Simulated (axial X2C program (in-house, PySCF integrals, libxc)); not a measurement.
## HSnH: properties at the nuclei

Computed with an in-house all-electron X2C program for linear molecules (integrals from PySCF): two-component X2C with atomic mean-field Coulomb and Gaunt terms, Gaussian nuclei, basis H dyall-v3z, Sn dyall-v3z with contracted cores.

H–Sn–H held linear, with bonds 1.647 and 1.647 Å (near the PBE0 minimum at charge 0 of the determinant lowest at the starting distance; the state shown can have its own minimum elsewhere, held linear; other orders of the atoms were not compared).

Input and command:
```json
{"zs": [1, 50, 1], "q": 0, "bas": ["dyall-v3z", "dyall-v3z", "dyall-v3z"], "r0": [1.72, 1.72], "symm": 1, "scan": ["PBE0", "HF", "B3LYP"], "levels": ["PBE0", "HF", "r2SCAN"], "nst": 2}
```
```bash
python solin.py task.json out
```

Keys: zs atomic numbers; q charge; bas basis sets; r0 starting distance in Å; symm equal bonds; scan levels of the two-bond scan; levels methods; nst determinants followed.

Determinant lowest in the PBE0 search, Ω = 1 (⟨Sz⟩ = 1.00, ⟨Lz⟩ = 0.00 at PBE0), spin on the atoms H -0.04, Sn 1.08, H -0.04:

```tsv
level	A∥/gI H (MHz)	qzz H (a.u.)	A∥/gI Sn (MHz)	qzz Sn (a.u.)
PBE0	-11.2	0.13	83.1	-2.13
HF	-27.5	0.14	1210	-3.23
r2SCAN	-13	0.13	88.1	-1.87
```

Determinant 0.53 eV from it at PBE0 and this distance, Ω = 0 (closed shell), highest spinor 93% Sn p, 7% H p:

| level | qzz H (a.u.) | qzz Sn (a.u.) |
| --- | --- | --- |
| PBE0 | 0.13 | -1.89 |
| HF | 0.14 | -3.42 |
| r2SCAN | 0.13 | -1.60 |

A∥ (defined per Ω) follows by multiplying with gI = μI/(I μN); qzz is the electric field gradient, eQq0 = 234.96 MHz × Q/barn × qzz. The operators were transformed with the bare-nucleus X2C matrices; with these basis sets, hyperfine constants and field gradients can be off by tens of per cent, and where levels differ in sign neither size nor sign is settled.

The molecule was held linear; bending was not examined, so a bent shape may lie lower.

Each state is one determinant with collinear spin, which with several unpaired electrons need not be a pure state. Unrestricted Hartree–Fock can overshoot spin polarisation at the nuclei. A closed determinant beside an open π² or δ² triplet, such as (π1/2)², mixes with its partner pair into the 0⁺ component of the triplet and ¹Σ⁺, so its energy is not that of a level, and 0⁺ can lie lowest. With several open shells hyperfine constants can be off by a factor of several. Open-shell Ω = 0 determinants with evenly filled partner blocks cannot be reached by this program, so the Ω shown need not be the lowest component. The search compared states at one distance, so a state with another bond length can lie lower. Where a field gradient or hyperfine factor spreads by more than a factor of two over the levels, a constant derived from it is not to be relied on. PBE0 term energies can be off by some tenths of an eV.
